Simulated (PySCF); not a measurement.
# Correlation energy of B²⁺ (boron, charge +2)

[He] 2s1, 2S determinant. All numbers are calculated (PySCF 2.14, the non-relativistic Hamiltonian (point nucleus), in dyall-acv3z). Frozen: nothing; 3 electrons correlated; the 5 highest virtual orbitals of each spin left out.

MP2 pair energies summed by pair of shells (mhartree):

```json
{"pair": "1s-1s", "energy": "-38.23", "share (%)": "89.8"}
{"pair": "1s-2s", "energy": "-4.33", "share (%)": "10.2"}
```

Total MP2 correlation energy: -42.55 mhartree.

Same-spin part -1.09 and opposite-spin part -41.46 mhartree; SCS-MP2 scales them by 1/3 and 6/5 to -50.12 mhartree.
